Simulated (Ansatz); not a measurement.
`C[SiH2]C(F)Br` at its PBE0-D4/def2-TZVP geometry, where that method's forces vanish. Total charge 0; spin multiplicity 1.

| atom | x (Å) | y (Å) | z (Å) |
| --- | --- | --- | --- |
| C1 | -1.008 | 0.836 | -0.883 |
| Si2 | 0.204 | -0.541 | -0.575 |
| C3 | 0.750 | -0.537 | 1.252 |
| F4 | -0.322 | -0.690 | 2.089 |
| Br5 | 1.630 | 1.163 | 1.653 |
| H6 | -0.544 | 1.807 | -0.702 |
| H7 | -1.871 | 0.736 | -0.221 |
| H8 | -1.363 | 0.808 | -1.915 |
| H9 | 1.443 | -0.417 | -1.385 |
| H10 | -0.412 | -1.873 | -0.823 |
| H11 | 1.494 | -1.293 | 1.510 |

For each bond, give half the difference of the two atoms' forces along it (eV/Å; positive pushes the atoms apart) under PBE-D4, r2SCAN-D4, B3LYP-D4, ωB97M-V in def2-TZVPP. (Estimate.)

Computed: 
```
   bond  length (Å)  PBE-D4  r2SCAN-D4  B3LYP-D4  ωB97M-V
 C1–Si2       1.859    0.01      -0.01      0.13     0.07
  C1–H6       1.091    0.11      -0.01     -0.05    -0.05
  C1–H7       1.092    0.11       0.00     -0.04    -0.04
  C1–H8       1.092    0.10      -0.01     -0.04    -0.04
 Si2–C3       1.908   -0.12      -0.10     -0.05    -0.02
 Si2–H9       1.485    0.06      -0.02     -0.10    -0.12
Si2–H10       1.489    0.08      -0.02     -0.13    -0.14
  C3–F4       1.368    0.53       0.32      0.39     0.32
 C3–Br5       1.956    0.25       0.25      0.31    -0.03
 C3–H11       1.091    0.07      -0.09     -0.21    -0.16
```

B3LYP here is the variant with VWN-RPA as its local correlation; programs differ in this.
